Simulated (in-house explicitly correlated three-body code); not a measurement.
Computed with an exponentially correlated three-body code. Model: two electrons around a point charge, non-relativistic, variational in 260 exponentially correlated functions (energies converged to about 1e-7 hartree, or 1e-8 relative for large Z).

Command:
```bash
python run_hyl.py task.json out
```
Settings (lengths in bohr, energies in hartree):
```
Z                      8
screening              0.016
interaction_strength   1
functions              260
states_tried           13
```

Time taken, with all properties: 34 s on 1 thread of Intel(R) Xeon(R) 6975P-C (Granite Rapids), with other jobs on the host.

**Those bound S and P states to n = 4 that converged, binding against the one-electron ion.**

Given: nuclear charge 8; Yukawa screening of all interactions 0.016 1/bohr.

Computed: one-electron threshold -31.8721917 hartree.

| term | energy (hartree) | binding (eV) |
| --- | --- | --- |
| 1 1S | -58.9169604 | 735.93 |
| 2 3S | -38.3055542 | 175.06 |
| 2 3P | -38.030229 | 167.57 |
| 2 1S | ? | ? |
| 2 1P | -37.8355678 | 162.27 |
| 3 3S | -34.6002413 | 74.234 |
| 3 3P | -34.5252737 | 72.194 |
| 3 1S | -34.5246691 | 72.178 |
| 3 1P | -34.4711908 | 70.722 |
| 4 3S | -33.3422168 | 40.001 |
| 4 1S | ? | ? |
| 4 3P | -33.3114965 | 39.165 |
| 4 1P | -33.2892441 | 38.56 |

Q: What belongs in the row 2 1S?

A: energy (hartree): -38.0196942; binding (eV): 167.28.

Q: What belongs in the row 4 1S?

A: energy (hartree): -33.3116568; binding (eV): 39.17.

**Converged states only, values per electron or pair (inverse distances are <exp(-kr)/r>).**

| term | mean r (bohr) | mean r squared (bohr²) | mean inverse r (1/bohr) | mean r12 (bohr) | mean inverse r12 (1/bohr) | mean cosine | mean p1 dot p2 (bohr⁻²) | delta r1 (bohr⁻³) | delta r12 (bohr⁻³) |
| --- | --- | --- | --- | --- | --- | --- | --- | --- | --- |
| 1 1S | 0.19677 | 0.051956 | 7.6716 | 0.29041 | 4.6719 | -0.016588 | 0.95102 | 149.83 | 15.872 |
| 2 3S | ? | ? | ? | ? | ? | ? | ? | ? | - |
| 2 3P | ? | ? | ? | ? | ? | ? | ? | ? | - |
| 2 1S | 0.51339 | 0.43426 | 4.8682 | 0.86132 | 1.6131 | -0.0083419 | 0.082797 | 89.049 | 2.6979 |
| 2 1P | 0.45416 | 0.33508 | 4.8543 | 0.73712 | 1.759 | 0.047419 | 3.6951 | 81.647 | 0.69987 |
| 3 3S | 1.0201 | 1.972 | 4.3816 | 1.8658 | 0.66829 | -0.0018297 | 0.020869 | 83.814 | - |
| 3 3P | 0.9727 | 1.8039 | 4.3763 | 1.7737 | 0.73322 | -0.017332 | -0.90866 | 81.308 | - |
| 3 1S | 1.044 | 2.0752 | 4.3758 | 1.9114 | 0.72733 | -0.0026685 | 0.025937 | 83.697 | 0.78695 |
| 3 1P | 0.99098 | 1.8786 | 4.3718 | 1.8042 | 0.76954 | 0.011554 | 0.93815 | 81.509 | 0.2276 |
| 4 3S | 1.7583 | 6.2563 | 4.2064 | 3.3362 | 0.38338 | -0.00079201 | 0.0087164 | 82.453 | - |
| 4 1S | 1.7901 | 6.4992 | 4.204 | 3.399 | 0.40717 | -0.0011487 | 0.011123 | 82.411 | 0.32872 |
| 4 3P | 1.7191 | 6.0164 | 4.2042 | 3.2589 | 0.40956 | -0.0068437 | -0.35395 | 81.416 | - |
| 4 1P | 1.7433 | 6.1966 | 4.2023 | 3.305 | 0.42477 | 0.0045453 | 0.37491 | 81.492 | 0.098603 |

Q: What belongs in the row 2 3S?

A: mean r (bohr): 0.49707; mean r squared (bohr²): 0.40239; mean inverse r (1/bohr): 4.89; mean r12 (bohr): 0.83766; mean inverse r12 (1/bohr): 1.3906; mean cosine: -0.005525; mean p1 dot p2 (bohr⁻²): 0.071294; delta r1 (bohr⁻³): 89.6.

Q: What belongs in the row 2 3P?

A: mean r (bohr): 0.44133; mean r squared (bohr²): 0.3138; mean inverse r (1/bohr): 4.871; mean r12 (bohr): 0.73842; mean inverse r12 (1/bohr): 1.6369; mean cosine: -0.071249; mean p1 dot p2 (bohr⁻²): -3.8769; delta r1 (bohr⁻³): 80.77.

**Electric-dipole lines between converged S and P states, rate of the upper state's decay.**

```tsv
s state	p state	p minus s (eV)	oscillator strength from s	rate (1/s)
1 1S	2 1P	573.65	0.69438	3.3051e+12
1 1S	3 1P	665.2	0.14607	9.3492e+11
1 1S	4 1P	697.37	0.055067	3.8735e+11
2 1S	2 1P	5.0103	0.067906	2.4657e+07
2 1S	3 1P	96.56	0.37332	5.0345e+10
2 1S	4 1P	128.72	0.093489	2.2406e+10
3 1S	2 1P	-90.094	-0.056903	2.0042e+10
3 1S	3 1P	?	?	?
3 1S	4 1P	33.618	0.40591	6.6352e+09
4 1S	2 1P	-123.1	-0.012301	8.0885e+09
4 1S	3 1P	-31.553	-0.12845	5.549e+09
4 1S	4 1P	?	?	?
2 3S	2 3P	7.492	0.0949	7.7046e+07
2 3S	3 3P	102.87	0.3472	5.314e+10
2 3S	4 3P	135.9	0.088945	2.3758e+10
3 3S	2 3P	-93.335	-0.059534	2.2504e+10
3 3S	3 3P	2.04	0.15901	9.5712e+06
3 3S	4 3P	35.069	0.37751	6.7152e+09
4 3S	2 3P	-127.57	-0.012531	8.8489e+09
4 3S	3 3P	-32.193	-0.1369	6.1564e+09
4 3S	4 3P	0.83594	0.21953	2.2189e+06
```

Q: What belongs in the row 3 1S 3 1P?

A: p minus s (eV): 1.4552; oscillator strength from s: 0.11831; rate (1/s): 3.6238e+06.

Q: What belongs in the row 4 1S 4 1P?

A: p minus s (eV): 0.60988; oscillator strength from s: 0.16525; rate (1/s): 889060.

**Static dipole response.**

| state | polarisability (bohr³) |
| --- | --- |
| 1 1S | 0.0026526 |
| 2 1S | 2.0449 |
| 2 3S | 1.2872 |
